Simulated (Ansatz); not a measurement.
```xyz
15

O    -1.3996   -2.2371    1.8593
C    -0.7625   -1.5131    1.2504
W     0.3816   -0.2107    0.1542
P    -1.6801    0.9265   -0.6573
C     1.5193    1.0948   -0.9447
O     2.1564    1.8184   -1.5548
C     0.2927   -1.4835   -1.4517
O     0.2486   -2.1937   -2.3435
C     0.4649    1.0664    1.7570
O     0.5103    1.7778    2.6473
C     2.0548   -1.1338    0.7990
O     3.0032   -1.6572    1.1630
H    -2.0690    2.1706   -0.1124
H    -1.7865    1.2892   -2.0182
H    -2.9341    0.2853   -0.5476
```

Total charge 0; spin multiplicity 1. W: def2 effective core potential.

Q: List the ωB97M-V/def2-TZVPP orbital energies in eV (the Gaussian-basis code of Ansatz). (Estimate.)

A: The calculation gave: Occupied: -2106.82, -528.40, -528.40, -528.38, -528.38, -527.99, -284.88, -284.88, -284.88, -284.88, -284.62, -184.31, -132.94, -132.94, -132.86, -83.18, -46.38, -46.38, -46.30, -34.71, -34.70, -34.69, -34.68, -34.31, -22.07, -19.60, -18.77, -18.61, -18.61, -18.42, -16.70, -16.10, -15.94, -15.94, -15.79, -15.77, -15.73, -15.73, -15.58, -15.41, -15.27, -15.27, -15.03, -14.49, -14.49, -13.83, -13.82, -11.99, -8.50, -8.36, -8.36. Lowest empty: 0.20, 0.60, 0.61, 1.08, 1.44, 1.60, 1.70, 2.84.
